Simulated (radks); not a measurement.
The numbers below are computed, except where a source is named.
All-electron atom: Lu XIII in [Kr] 4d10 4f11 5s2. Level of theory: Dirac Kohn-Sham, PBE, spin-unpolarised, spherical densities, point nucleus; open shells fill j = l - 1/2 first (a radial shooting solver on a logarithmic mesh with Libxc functionals).

Spin-orbit splittings of the eigenvalues, e(l+1/2) - e(l-1/2), with zeta = 2 splitting/(2l+1) and mean radii in bohr:

shell  occ.  splitting (eV)  zeta (eV)  <r> j=l-1/2  <r> j=l+1/2
2p        6            1118      745.2      0.06740      0.07501
3p        6           238.5      159.0       0.2020       0.2161
3d       10               ?          ?       0.1898       0.1942
4p        6           55.14      36.76       0.4816       0.5127
4d       10           10.27      4.107       0.5306       0.5409
4f       11           1.902     0.5434       0.5970       0.6028
5p        0           11.92      7.948        1.084        1.139

Estimate the 3d splitting.

Answer. 52.07 eV (zeta = 20.83 eV).
